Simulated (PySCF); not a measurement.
Löwdin shares of the frontier orbitals

C6H3ClFN.
Geometry (GFN2-xTB, Å), atoms numbered from 1 in this order:
```
atom  x, y, z in Å
C1     2.6882    0.6775   -0.1367
C2     1.5174    0.8089    0.1006
C3     0.1548    0.9987    0.4055
F4    -0.1344    2.1447    1.0369
C5    -0.8227    0.1200    0.0943
C6    -2.1652    0.3712    0.4514
N7    -3.2638    0.5544    0.7209
C8    -0.5283   -1.1737   -0.5931
Cl9   -0.0568   -2.4128    0.6294
H10    3.7078    0.5481   -0.3511
H11   -1.4089   -1.5594   -1.1052
H12    0.3131   -1.0783   -1.2788
```

Computed, not measured: TDDFT CAM-B3LYP/def2-SVPD, vertical, gas phase, core orbitals frozen in the response (PySCF).

Kohn–Sham orbitals with the atoms that hold most of them (Löwdin shares over 4%, at most four atoms; ? is withheld):

```json
{"orbital": "HOMO-3", "ε (eV)": "-11.02", "atoms": "C2 40%, C1 39%"}
{"orbital": "HOMO-2", "ε (eV)": "-10.58", "atoms": "Cl9 72%, C8 10%, C5 4%"}
{"orbital": "HOMO-1", "ε (eV)": "-10.46", "atoms": "?"}
{"orbital": "HOMO", "ε (eV)": "-9.22", "atoms": "?"}
{"orbital": "LUMO", "ε (eV)": "-1.77", "atoms": "C3 21%, C5 18%, C1 15%, C2 11%"}
{"orbital": "LUMO+1", "ε (eV)": "0.35", "atoms": "C1 30%, C2 26%, C3 11%, F4 9%"}
{"orbital": "LUMO+2", "ε (eV)": "0.83", "atoms": "Cl9 24%, C8 17%, C1 11%, H12 11%"}
```

Which atoms hold the HOMO, and with what shares?

C5 (bonded to 3 C) 22%; C3 (bonded to 2 C and F) 16%; C1 (bonded to C and H) 15%; N7 (bonded to C) 13%. By element: carbon 52% or more, nitrogen 13%.

Which atoms hold the HOMO-1, and with what shares?

Cl9 (bonded to C) 79%; C8 (bonded to C, Cl and 2 H) 11%.

The HOMO–LUMO gap is 7.45 eV. Where does the response calculation put the lowest singlet, and from which orbitals?

S1 is at 4.96 eV (f = 0.421), 2.49 eV below the gap, made of HOMO→LUMO (92%). 

Give energy, strength and leading configuration of S1, S3, S4 and S5, and follow the Löwdin shares of the leading atoms from the occupied to the empty orbital.

- S1 (4.96 eV, f 0.421), HOMO→LUMO (92%): C5 22% → 18%, C3 16% → 21%
- S3 (5.75 eV, f 0.0015), HOMO-1→LUMO (93%): Cl9 79% → at most 12%, C8 11% → at most 12%, C3 at most 4% → 21%, C5 at most 4% → 18%
- S4 (5.78 eV, f 0.0026), HOMO→LUMO+1 (81%): C5 22% → at most 10%, C3 16% → 11%, C1 15% → 30%, C2 at most 13% → 26%
- S5 (5.80 eV, f 0.016), HOMO-2→LUMO (73%): Cl9 72% → at most 12%, C8 10% → at most 12%, C3 at most 4% → 21%, C5 4% → 18%

The run took 38 s on one thread, Arm Neoverse V2, on a shared host.

One conformer stands for the species.
